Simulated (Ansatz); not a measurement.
GaH₃S₃, SMILES `[SH][Ga]([SH])[SH]` from Hartree–Fock to CCSD(T)

```xyz
7

S    -0.193   -1.822   -0.517
Ga   -0.164    0.271    0.157
S     1.551    1.612   -0.124
S    -1.925    1.094    1.171
H     1.049   -1.783   -1.025
H     2.297    0.684   -0.745
H    -2.614   -0.056    1.083
```

Charge 0, multiplicity 1. Correlated methods include outer-core shells of Ga, which these sets cover unevenly. Scalar relativity is left out up to krypton. Geometry: relaxed with PBE0-D4/def2-TZVP. It is one conformer, not always the lowest. Frozen core, restricted reference, Ansatz 0.2.0.

```csv
basis,HF (Eh),MP2 corr.
def2-SVP,-3117.08915,-0.60123
def2-TZVPP,-3117.75451,-0.75189
def2-QZVPP,-3117.82758,-1.04735
```

Task: Estimate the CCSD correlation energy and the (T) correction in each basis where they were run (hartree).

Result: 
```tsv
basis	CCSD corr.	(T)
def2-SVP	-0.63892	-0.02074
def2-TZVPP	-0.79760	-0.03813
```
